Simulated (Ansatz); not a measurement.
A search over several starts for the lowest SCF solution of the cluster B2Cl2⁻ at the given spin, in a small basis.

```yaml
crystal:
  periodic: [false, false, false]
  atoms:
    - {symbol: B, position_ang: [-0.430452, -0.615622, -0.056039]}
    - {symbol: B, position_ang: [0.433181, 0.613970, 0.053560]}
    - {symbol: Cl, position_ang: [-1.377034, -2.000179, -0.167492]}
    - {symbol: Cl, position_ang: [1.374316, 2.001831, 0.169971]}
basis:
  gaussian: {orbitals: def2-SVP}
total_charge: -1
magnetization: {spin_polarized: true, initial_magnetization: 1}
hamiltonian: {xc: pbe0, dispersion: d4}
output: {orbitals: {seedname: orbitals}}
```

```sh
$ ansatz run in.yaml --threads 2 --pin off --events-out ev --progress --plain --max-ram 4352MiB
```

Shortened log:

```
Functional definition: PBE0
608 factors; integrals over basis functions are off by at most 9.1e-4 eV
mean field evaluation 1: about -26374.6302 eV, gradient 2.5e1 eV
mean field evaluation 2: about -26373.5927 eV, gradient 2.8e1 eV
mean field evaluation 4: about -26378.3960 eV, gradient 7.7e-1 eV
mean field evaluation 8: about -26378.5296 eV, gradient 2.4e-2 eV
mean field evaluation 16: about -26378.5296 eV, gradient 7.1e-5 eV
mean field evaluation 32: about -26378.5296 eV, gradient 1.2e-2 eV
mean field evaluation 64: about -26378.5296 eV, gradient 7.9e-4 eV
mean field -26378.52964218 eV, -969.3930843406 hartree, gradient 3.2e-6 eV, S^2 0.751833; 2 other end points of the search recorded, 0 dependent functions left out
reference -26378.52966194 eV, -969.3930850669 hartree; 23, 22 occupied and 41, 42 virtual orbitals, 608 factors
Total energy: -26378.63379884 eV, -969.3969120273 hartree
```

Run time 4.5 s (2 threads of AMD EPYC 9R45 on a shared host).

The highest occupied level of the charge -1 doublet lies above zero (up to 1.59 eV). It is a level of β spin, whose loss leaves a triplet; that state wasn't run at this geometry and level. The electron is either unbound and held by the finite basis, or the level is raised by self-interaction error. The structure comes from a short search, and lower isomers may exist.
